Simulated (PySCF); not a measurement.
Al: excitation energy

Al [Ne] 3s2 3p1 (2P) → Al [Ne] 3s1 3p1 4s1 (4P), as a difference of total energies. Computed with PySCF 2.14 in x2c-QZVPPall with one added diffuse shell each of s, p, d, f type (10s7p5d3f1g, 86 functions), with scalar relativity by spin-free X2C-1e. Correlated levels: valence and next inner shell: 1s2 frozen. The calculations carry no spin-orbit coupling.

```tsv
method	excitation energy (eV)
UHF	6.399
MP2 (valence and next inner shell)	7.417
SCS-MP2 (valence and next inner shell)	7.645
CCSD (valence and next inner shell)	7.592
CCSD(T) (valence and next inner shell)	7.646
```

How much does correlation contribute at CCSD(T) (valence and next inner shell)?

7.646 − (6.399) = 1.247 eV, measured against UHF.

The upper state lies above the first ionisation limit, but in LS coupling its spin forbids autoionisation to the ground ion. A Rydberg-like electron needs more diffuse functions than a valence basis has.

The promoted electron is Rydberg-like, and one or two diffuse shells describe it only roughly, which tends to raise the upper state.
